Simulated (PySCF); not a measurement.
$^{33}$S chemical shifts

[PySCF 2.14.0 with density-fitted response routines: structure optimised with GFN2-xTB; shieldings: GIAO PBE0/pcSseg-1; no relativistic terms; equivalent nuclei averaged; isolated molecule; a single conformation]

Shieldings were converted by a linear fit to measured shifts: $^{33}$S (scatter 33.3 ppm rms vs sulfate, solution or neat liquid). Occasional misses reach two or three times the rms, and more in compound classes unlike the fitted ones.

(1) Give the $^{33}$S shifts of `[SiH3]C(=C=S)N1CCCC1`, `N#CCC#C[C@@H]1CC[S@@]1=O`.

(2) Order these by $^{33}$S shift, lowest first.
A. C#C[Si@@H](F)c1cccs1
B. C=C(C=O)CC#CC(N)=S
C. OCc1cc2[nH]ccc2s1
D. O=CNC(=S)C#CC1CC1

## Answers

(1) 
```json
{"compound": "[SiH3]C(=C=S)N1CCCC1", "environment": "thione sulfur", "δ (ppm)": "220"}
{"compound": "N#CCC#C[C@@H]1CC[S@@]1=O", "environment": "sulfoxide sulfur", "δ (ppm)": "75"}
```

(2) C (-175 ppm, aromatic ring sulfur), A (-77 ppm, aromatic ring sulfur), B (97 ppm, thione sulfur), D (249 ppm, thione sulfur).
